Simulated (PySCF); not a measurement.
Compound: C2H7AlClFO.
Atom-mapped SMILES: `[CH3:1][O+:2]([CH2:3][F:4])[AlH2-:5][Cl:6]` (hydrogens: H7, H8, H9 on C1; H10, H11 on C3; H12, H13 on Al5)

Computed by this run: PySCF 2.14.0, PBE0-D3(BJ)/def2-SVP geometry optimisation, gas phase; density fitting, grid level 1; the optimiser is geomeTRIC in internal coordinates, started from a GFN2-xTB structure with every atom displaced at random (about 0.01 Å).

Step 0: E = -26047.5083 eV
```
atom  x, y, z in Å  |  force x, y, z in eV/Å
C1     -0.0057    1.5242   -0.0953   -0.713   1.047  -0.204
O2     -0.0297    0.1232   -0.0174   -0.194   0.074  -0.316
C3     -1.2913   -0.4605   -0.0796    0.195  -0.552   1.029
F4     -1.9805   -0.0731    0.9984   -0.564   0.248   0.530
Al5     1.3687   -1.2165    0.1111   -0.822  -0.855   0.158
Cl6     3.0842   -0.1099    0.1708    1.465   1.025   0.065
H7     -0.4560    1.8693   -1.0468    0.164  -0.173   0.079
H8     -0.5682    1.9849    0.7303   -0.048  -0.243   0.067
H9      1.0147    1.8637   -0.0288    0.738  -0.032  -0.057
H10    -1.1244   -1.5443   -0.0069   -0.026  -0.092  -0.328
H11    -1.8421   -0.1633   -0.9593   -0.162   0.238  -0.839
H12     0.9907   -1.9341   -1.2031   -0.005  -0.407  -0.728
H13     0.8454   -1.8806    1.4164   -0.029  -0.277   0.543
```

Task: Estimate the geometry and energy of step 1. (The exact step hangs on the optimiser's Hessian estimate; all steps are aligned on step 0, rigid shifts and turns removed.)

Result: E = -26047.7568 eV, largest force 0.300 eV/Å
```
atom  x, y, z in Å  |  force x, y, z in eV/Å
C1     -0.0027    1.5325   -0.0990   -0.018  -0.021   0.017
O2     -0.0857    0.1068   -0.0130   -0.020  -0.098   0.014
C3     -1.3753   -0.4393   -0.0569   -0.073   0.291  -0.010
F4     -2.0842   -0.0345    1.0192    0.084  -0.038  -0.076
Al5     1.4132   -1.2484    0.1177   -0.229  -0.176  -0.056
Cl6     3.1303    0.0227    0.1698    0.003   0.124  -0.002
H7     -0.4285    1.8677   -1.0554   -0.002  -0.002  -0.059
H8     -0.5476    1.9801    0.7399   -0.045   0.012   0.047
H9      1.0589    1.7924   -0.0410    0.067  -0.057  -0.021
H10    -1.2523   -1.5306   -0.0391   -0.007  -0.077  -0.029
H11    -1.8934   -0.0974   -0.9751    0.086  -0.056   0.120
H12     1.1051   -2.0176   -1.2503    0.090   0.067   0.018
H13     0.9679   -1.9514    1.4730    0.064   0.033   0.037
```

The energy changes by -0.2485 eV. The first-order estimate −F·Δx gives -0.4900 eV and the mean of the old and new forces, exact on a quadratic surface, -0.2570 eV. The step makes an angle of 66° with the force vector and moves no atom by more than 0.152 Å.

The cost below is that of the whole optimisation. On Arm Neoverse V2, one thread, no GPU, shared host with 48 logical CPUs at a one-minute load of 44, this took 62 s of wall time and 0.50 GiB of memory at its peak.
